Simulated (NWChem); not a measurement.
System: LiCl anion, doublet; SMILES of the neutral closed-shell parent [Li][Cl]

Computed with NWChem. Spin-unrestricted. Sets without diffuse functions describe the anion's extra electron poorly. The spin multiplicity was typed, not searched, and may not be the lowest. No stability test was run on the SCF state. The highest occupied level is positive, so the extra electron may be held by the finite basis. B3LYP is NWChem's, with the RPA form of VWN correlation. The level has its own optimisation; frequencies are unscaled.

Task: What does the run give for B3LYP/3-21G? Quantities: r Cl–Li (Å); highest harmonic frequency (cm⁻¹); zero-point energy (kcal/mol).

Result: 
* **r Cl–Li (Å)**: 2.191
* **highest harmonic frequency (cm⁻¹)**: 508
* **zero-point energy (kcal/mol)**: 0.7
